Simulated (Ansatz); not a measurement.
Cost and result for the atomization energy of C$_{2}$H$_{7}$ClSi$_{2}$, SMILES `C[Si@H]1[SiH2][C@H]1Cl` (12 atoms, 12 bonds).

Cartesian coordinates in Å:
```
C 0.3289 -0.4081 1.7588
Si -0.5008 -0.2795 0.1054
Si -0.3336 1.6667 -1.5199
C 0.5696 -0.0588 -1.3810
Cl 2.3180 0.0240 -1.0418
H 1.1272 0.3316 1.8361
H -0.3852 -0.2506 2.5694
H 0.7734 -1.4000 1.8729
H -1.7070 -1.1202 -0.0579
H -1.5953 0.9586 -2.0157
H -0.9880 1.2634 0.0913
H 0.3927 -0.7272 -2.2177
```

The species carries charge 0 and has multiplicity 1. The structure was optimised at the PBE0-D4/def2-TZVP level. Program: Ansatz. All runs use 4 threads of an Arm Neoverse V1 on a shared host. Times are those of one run each, without the atoms' runs, and a repeat can differ threefold. Electronic energies, without spin–orbit coupling; frozen cores. CCSD(T)/CBS adds CCSD(T) − MP2 in def2-TZVPP to the MP2 limit, and its time is that of the two runs behind it. T1 = 0.014. B3LYP takes the VWN-RPA correlation (the form of Gaussian; ORCA's B3LYP/G).

CCSD(T)/CBS is a level of theory with its own doubt, some kJ/mol a heavy atom from the limit and from the frozen cores, so smaller differences don't rank the functionals.

```csv
level,functions,wall time,atomization (kJ/mol),difference from CCSD(T)/CBS,per bond
PBE-D4/def2-TZVPP (with forces),286,3.9 s,4062.4,58.1,4.8
PBE0-D4/def2-TZVPP,286,4.9 s,4018.5,14.2,1.2
r2SCAN-D4/def2-TZVPP (with forces),286,7.5 s,4021.1,16.8,1.4
B3LYP-D4/def2-TZVPP (with forces),286,8 s,3994.2,-10.1,-0.8
B2PLYP/def2-TZVPP,286,10 s,3938.6,-65.7,-5.5
ωB97X-V/def2-TZVPP,286,13 s,4022.6,18.3,1.5
ωB97M-V/def2-TZVPP (with forces),286,20 s,4027.9,23.6,2.0
MP2/def2-QZVPP,534,52 s,3992.2,-12.1,-1.0
CCSD(T)/def2-TZVPP,286,4.4 min,3896.7,-107.6,-9.0
CCSD(T)/CBS(def2),–,5.2 min,4004.3,0.0,0.0
```

From PBE to PBE0 (25 % exact exchange), in def2-TZVPP and without D4, the atomization energy moves by −38.8 kJ/mol: exact exchange takes away binding that semilocal exchange gives to molecules. The D4 term adds +56.1 kJ/mol with B3LYP and +29.4 kJ/mol with PBE0; it sums over pairs of atoms, weighted by their polarisabilities, and B3LYP, whose exchange is more repulsive, gets the larger term. In def2-TZVPP, CCSD(T) changes the Hartree–Fock value by +965.4 kJ/mol (the triples alone add +60.9 kJ/mol) and MP2 by +997.3 kJ/mol; breaking electron pairs costs correlation energy, which Hartree–Fock lacks.
